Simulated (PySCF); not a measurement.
# Nb(15+): ionisation energy

Nb(15+) [Ar] 3d8 [3d3/2^4 3d5/2^4, M_J = 4] → Nb(16+) [Ar] 3d7 [3d3/2^4 3d5/2^3, M_J = 9/2], as a difference of total energies. Computed with PySCF 2.14 in an even-tempered Gaussian basis (17 s from 1.3 bohr⁻², ratio 2.8; 13 p from 1.7 bohr⁻², ratio 2.8; 8 d from 1.7 bohr⁻², ratio 2.8; 4 f from 8.4 bohr⁻², ratio 3), with the two-component X2C-1e Hamiltonian. Correlated levels: [Ne] frozen; the 76 highest virtual spinors dropped. "Screened" scales the spin-orbit matrix elements by Boettger's factors to mimic the two-electron term; Breit and QED terms are absent.

| method | ionisation energy (eV) |
| --- | --- |
| GHF (spin-free) | 582.67 |
| GMP2 (spin-free) | 584.06 |
| GHF (screened spin-orbit) | 582.19 |
| GMP2 (screened spin-orbit) | 583.57 |

Q: How much does correlation contribute at GMP2 (screened spin-orbit)?

A: 583.57 − (582.19) = 1.38 eV, measured against GHF (screened spin-orbit).

Breit and QED terms and the two-electron picture change are absent.

The spin-free rows relax to the high-spin LS determinant and lack the spin-orbit shift.

The labels give the starting determinants; with spin-orbit coupling the two ends relaxed to ⟨J²⟩ = 20.00, ⟨L²⟩ = 12.13, ⟨S²⟩ = 1.97 and ⟨J²⟩ = 24.75, ⟨L²⟩ = 12.56, ⟨S²⟩ = 3.55.

For comparison: 581 ± 3 eV (theoretical estimate listed by NIST; NIST Atomic Spectra Database, ionization energies).
